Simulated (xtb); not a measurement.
FIn, charge -1, doublet, from a rough starting geometry (GFN-xTB shapes and energies of metal compounds can be far from the true ones) (a state made from the parent by changing its charge; the spin is typed, not shown lowest); GFN2-xTB (xtb 6.7.1).

Here is a job for xtb.
```
$ xtb mol.xyz --gfn 2 --chrg -1 --uhf 1 --opt vtight --json

# file mol.xyz
2

In    -0.54602793    -0.43870533    -0.71712177
F      0.56105326     0.43010942     0.72826033
```

It wrote (shortened):

```
   ID    Z sym.   atoms
    1   49 In     1
    2    9 F      2

           -------------------------------------------------
          |                Calculation Setup                |
           -------------------------------------------------

           -------------------------------------------------
          |                 G F N 2 - x T B                 |
           -------------------------------------------------

          ...................................................
          :                      SETUP                      :
          :.................................................:
          :  # basis functions                  14          :
          :  # atomic orbitals                  13          :
          :  # shells                            5          :
          :  # electrons                        11          :
          :  max. iterations                   250          :
          :  Hamiltonian                  GFN2-xTB          :
          :  restarted?                      false          :
          :  GBSA solvation                  false          :
          :  PC potential                    false          :
          :  electronic temp.          300.0000000     K    :
          :  accuracy                    1.0000000          :
          :  -> integral cutoff          0.2500000E+02      :
          :  -> integral neglect         0.1000000E-07      :
          :  -> SCF convergence          0.1000000E-05 Eh   :
          :  -> wf. convergence          0.1000000E-03 e    :
          :  Broyden damping             0.4000000          :
          :  net charge                         -1          :
          :  unpaired electrons                  1          :
          ...................................................

 iter      E             dE          RMSdq      gap      omega  full diag
   1     -6.1079402 -0.610794E+01  0.110E+01    0.00       0.0  T
   2     -6.1137116 -0.577136E-02  0.359E+00    0.00       1.0  T
   3     -6.1142513 -0.539722E-03  0.135E+00    0.00       1.0  T
   4     -6.1142914 -0.400355E-04  0.594E-01    0.00       1.0  T
   5     -6.1142930 -0.163259E-05  0.158E-02    0.00       4.5  T
   6     -6.1142930 -0.487246E-07  0.196E-02    0.00       3.6  T
   7     -6.1142930 -0.375789E-08  0.441E-03    0.00      16.0  T
   8     -6.1142930 -0.865091E-09  0.161E-03    0.00      44.0  T
   9     -6.1142930 -0.177322E-09  0.718E-05    0.00     984.4  T
  10     -6.1142930 -0.968114E-13  0.204E-06    0.00   34727.3  T

   *** convergence criteria satisfied after 10 iterations ***

         :::::::::::::::::::::::::::::::::::::::::::::::::::::
         ::                     SUMMARY                     ::
         :::::::::::::::::::::::::::::::::::::::::::::::::::::
         :: total energy              -6.113337398684 Eh    ::
         :: gradient norm              0.042252407572 Eh/a0 ::
         :: HOMO-LUMO gap              0.000000000000 eV    ::
         ::.................................................::
         :: SCC energy                -6.114293043614 Eh    ::
         :: -> isotropic ES            0.152946424312 Eh    ::
         :: -> anisotropic ES         -0.000737569133 Eh    ::
         :: -> anisotropic XC          0.000157537448 Eh    ::
         :: -> dispersion             -0.000492775326 Eh    ::
         :: repulsion energy           0.000955644929 Eh    ::
         :: add. restraining           0.000000000000 Eh    ::
         :: total charge              -1.000000000000 e     ::
         :::::::::::::::::::::::::::::::::::::::::::::::::::::

      -----------------------------------------------------------
     |                   =====================                   |
     |                        A N C O P T                        |
     |                   =====================                   |
     |               Approximate Normal Coordinate               |
[...]
 * total energy  :    -6.1133374 Eh     change        0.8881784E-15 Eh
 * total energy  :    -6.1173899 Eh     change       -0.4052542E-02 Eh
 * total energy  :    -6.1205265 Eh     change       -0.3136572E-02 Eh
 * total energy  :    -6.1207957 Eh     change       -0.2691806E-03 Eh
 * total energy  :    -6.1208048 Eh     change       -0.9066598E-05 Eh
 * total energy  :    -6.1208065 Eh     change       -0.1729630E-05 Eh
 * total energy  :    -6.1208065 Eh     change       -0.2810445E-09 Eh
   *** GEOMETRY OPTIMIZATION CONVERGED AFTER 7 ITERATIONS ***
         :: total energy              -6.120806490162 Eh    ::
[...]
         :: gradient norm              0.000000052068 Eh/a0 ::
         :: HOMO-LUMO gap              0.000000000000 eV    ::
         ::.................................................::
         :: SCC energy                -6.120863904181 Eh    ::
         :: -> isotropic ES            0.168008092352 Eh    ::
         :: -> anisotropic ES          0.001542463089 Eh    ::
         :: -> anisotropic XC         -0.000181866692 Eh    ::
         :: -> dispersion             -0.000521107813 Eh    ::
         :: repulsion energy           0.000057414019 Eh    ::
         :: add. restraining           0.000000000000 Eh    ::
         :: total charge              -1.000000000000 e     ::
         :::::::::::::::::::::::::::::::::::::::::::::::::::::

           -------------------------------------------------
          |                Property Printout                |
           -------------------------------------------------

    * Orbital Energies and Occupations

         #    Occupation            Energy/Eh            Energy/eV
      -------------------------------------------------------------
         1        2.0000           -0.4588393             -12.4857
         2        2.0000           -0.2154435              -5.8625
         3        2.0000           -0.1685017              -4.5852
         4        2.0000           -0.1685017              -4.5852
         5        2.0000           -0.1599294              -4.3519
         6        0.5000            0.0312796               0.8512 (HOMO)
         7        0.5000            0.0312796               0.8512 (LUMO)
         8                          0.0989902               2.6937
         9                          0.1938276               5.2743
        10                          0.1938276               5.2743
        11                          0.2382638               6.4835
        12                          0.2382638               6.4835
        13                          0.5114405              13.9170
      -------------------------------------------------------------
                  HL-Gap            0.0000000 Eh            0.0000 eV
             Fermi-level           -0.0165226 Eh           -0.4496 eV

     #   Z          covCN         q      C6AA      α(0)
     1  49 In       0.586    -0.424   634.873    66.111
     2   9 F        0.586    -0.576    16.014     4.719

 Mol. C6AA /au·bohr⁶  :        812.352749
 Mol. C8AA /au·bohr⁸  :     102278.374494
 Mol. α(0) /au        :         70.829712

Wiberg/Mayer (AO) data.
largest (>0.10) Wiberg bond orders for each atom

 ---------------------------------------------------------------------------
     #   Z sym  total        # sym  WBO       # sym  WBO       # sym  WBO
 ---------------------------------------------------------------------------
     1  49 In   0.769 --     2 F    0.769
     2   9 F    0.769 --     1 In   0.769
 ---------------------------------------------------------------------------

Topologies differ in total number of bonds
Writing topology from bond orders to xtbtopo.mol

molecular dipole:
                 x           y           z       tot (Debye)
 q only:       -0.197      -0.135      -0.249
   full:       -0.208      -0.144      -0.263       0.927
molecular quadrupole (traceless):
                xx          xy          yy          xz          yz          zz
 q only:        0.227      -1.695       1.067      -2.827      -2.211      -1.294
  q+dip:        0.240      -1.793       1.129      -2.990      -2.339      -1.369
   full:        0.293      -2.185       1.374      -3.642      -2.851      -1.667

optimized geometry written to: xtbopt.xyz

           -------------------------------------------------
          | TOTAL ENERGY               -6.120806490162 Eh   |
          | GRADIENT NORM               0.000000052068 Eh/α |
          | HOMO-LUMO GAP               0.000000000000 eV   |
           -------------------------------------------------
```
